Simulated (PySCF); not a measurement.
Sn(F)2(Cl)(OMe) (CH3ClF2OSn), SMILES C[O][Sn]([F])([F])[Cl].

Coordinates come from a PBE0-D3(BJ)/def2-SVP optimisation. The structure was generated by enumeration; whether it is a known compound was not checked. The def2 effective core potentials stand for the cores of Sn; spin–orbit coupling is left out. Other conformers were not sampled.

All values below come from TDA-M06-2X/def2-SVPD (PySCF).

Vertical excitations. Gas-phase values at a fixed geometry. State labels are in the subgroup Cs.

```
state  symmetry  energy (eV)  λ (nm)      f                          main pairs
-----  --------  -----------  ------  -----  ----------------------------------
S1           A"         5.15     241  0.005                      HOMO→LUMO 92 %
S2           A'         6.10     203  0.110  HOMO−1→LUMO 76 %, HOMO−3→LUMO 16 %
S3           A"         6.19     200  0.021                    HOMO−2→LUMO 94 %
S4           A'         6.20     200  0.010  HOMO−3→LUMO 78 %, HOMO−1→LUMO 15 %
S5           A"         7.85     158  0.024                    HOMO−5→LUMO 84 %
S6           A'         7.91     157  0.226  HOMO−4→LUMO 68 %, HOMO−8→LUMO 15 %
S7           A"         7.91     157  0.002                    HOMO−6→LUMO 85 %
S8           A'         8.16     152  0.041                    HOMO−7→LUMO 81 %
S9           A"         8.34     149  0.009                    HOMO→LUMO+1 77 %
S10          A'         8.60     144  0.063                    HOMO→LUMO+2 82 %
T1           A"         4.73     262      0                      HOMO→LUMO 88 %
T2           A'         5.20     238      0                    HOMO−1→LUMO 87 %
T3           A"         5.74     216      0                    HOMO−2→LUMO 92 %
T4           A'         5.76     215      0                    HOMO−3→LUMO 92 %
```
Triplets are in the Tamm–Dancoff approximation.
